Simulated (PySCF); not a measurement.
SMILES C(O)[CH]C, doublet, B3LYP/def2-SVP optimised geometry.

```
11

C     -0.53    -1.62    -1.18
C     -0.42    -0.14    -1.17
C      0.11     0.62     0.00
O     -0.26     1.98     0.00
H     -0.87    -2.01    -0.20
H     -1.24    -1.98    -1.95
H      0.44    -2.12    -1.39
H     -0.45     0.41    -2.12
H     -0.18     0.10     0.94
H      1.22     0.62     0.00
H     -1.22     2.01    -0.09
```

Density from unrestricted B3LYP/def2-TZVP run with PySCF at that geometry.

Minimum of the electron density along straight lines between bonded atoms, close to the bond critical point (lines longer than 1.1 times the sum of covalent radii, or with two minima, are not listed):

```
bond    length / Å  ρ at the minimum / e bohr⁻³  ∇²ρ there / e bohr⁻⁵  position (fraction from the first atom)
------  ----------  ---------------------------  --------------------  ---------------------------------------
C1–C2        1.489                        0.263                 -0.69                                     0.49
C2–C3        1.491                        0.270                 -0.72                                     0.50
C3–O4        1.414                        0.264                 -0.63                                     0.37
C1–H5        1.104                        0.271                 -0.91                                     0.64
C1–H6        1.102                        0.272                 -0.92                                     0.64
C1–H7        1.112                        0.263                 -0.86                                     0.64
C2–H8        1.097                        0.277                 -0.94                                     0.65
C3–H9        1.113                        0.273                 -0.93                                     0.64
C3–H10       1.111                        0.273                 -0.94                                     0.65
O4–H11       0.967                        0.359                 -2.37                                     0.80
```
